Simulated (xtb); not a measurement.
Te(Br)(Me) (CH3BrTe), SMILES Br[Te]C. All values are semi-empirical tight-binding results from xtb (GFN2-xTB unless named), good for trends rather than for accurate numbers. Geometry: GFN2-xTB.

Optimised geometry:

Bond lengths (Å): Te1–Br2 2.477, Te1–C3 2.156, C3–H4 1.083, C3–H5 1.083, C3–H6 1.082. Bond angles (°): Br2–Te1–C3 93.6, Te1–C3–H4 110.7, Te1–C3–H5 110.6, Te1–C3–H6 106.5, H4–C3–H5 109.8, H4–C3–H6 109.5, H5–C3–H6 109.5.

The point group as xtb finds it is Cs. The orbital gap is 3.08 eV and the zero-point energy is 23.0 kcal/mol. The G − E(el) at 298.15 K (modified RRHO) is 3.5 kcal/mol, the static polarisability (D4 model) is 73.9 bohr³ and the solvation energy, GFN2-xTB/ALPB(water) is -1.6 kcal/mol. The solvation energy, GFN2-xTB/ALPB(acetonitrile) is -4.2 kcal/mol.

Give the atomic charges and the Wiberg bond orders between heavy atoms. (An estimate is asked for; the answer gives what the named calculation found.)

charges (e) Te1 0.12, Br2 -0.13, C3 -0.11, H4 0.05, H5 0.05, H6 0.03. Bond orders Te1–Br2 1.23, Te1–C3 0.99.
